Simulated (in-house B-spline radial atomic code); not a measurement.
Multiplet parameters of the 3d5 shell in Tc20+ ([Ar] 3d5). Computed with a B-spline radial code for spherical atoms: non-relativistic Hartree-Fock, average of configuration, point nucleus.

Slater integrals: F^2 = 284555 cm⁻¹, F^4 = 182852 cm⁻¹. Central-field spin-orbit parameter ζ(3d) = 15410 cm⁻¹ (bare central field on non-relativistic orbitals, without two-electron terms: too large for light atoms, too small for heavy ones).

(1) What are Racah's B and C?

(2) Where do the terms lie in LS coupling, without spin-orbit interaction?

(3) How far can these numbers be trusted?

## Answers

(1) B = F^2/49 - 5F^4/441 = 3734 cm⁻¹, C = 35F^4/441 = 14512 cm⁻¹, C/B = 3.89.

(2) In cm⁻¹ above the Hund's-rule term (some of the terms):
| term | expression | energy |
| --- | --- | --- |
| 6S | 0B + 0C | 0 |
| 4G | 10B + 5C | 109901 |
| 4P | 7B + 7C | 127723 |
| 4D | 17B + 5C | 136040 |
| 4F | 22B + 7C | 183734 |

(3) Unscaled Hartree-Fock integrals overestimate measured term splittings, because correlation screens the repulsion; fits to spectra scale them down, most for low charges. Here ζ is 4.13 times B, so the coupling is intermediate: spin-orbit interaction mixes the terms, and LS labels name only the largest part.
